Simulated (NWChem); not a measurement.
## A calculation on H2F2Ge

```xyz
5

Ge     0.0000     0.0000    -0.3372
F     -1.3897     0.0000     0.7235
F      1.3897     0.0000     0.7235
H      0.0000     1.3321    -1.1175
H      0.0000    -1.3321    -1.1175
```
Charge 0, spin multiplicity 1.

Program: NWChem. The geometry was optimised at PBE/def2-SVP, a minimum by its harmonic frequencies.

Symmetry labels belong to the abelian group C2v used in the runs, with the axes of the coordinates shown.

The Hamiltonian is non-relativistic. The structure started from a generated list of species.

Problem. List the lowest 6 singlet excitations that TD-CAM-B3LYP/def2-SVP gives, with oscillator strengths.

Solution. 
```
state  symmetry  energy (eV)  wavelength (nm)      f
-----  --------  -----------  ---------------  -----
1            a2         8.49              146  0.000
2            b2         8.80              141  0.011
3            b1         9.54              130  0.000
4            a1         9.73              127  0.047
5            a2         9.92              125  0.000
6            b2         9.97              124  0.195
```
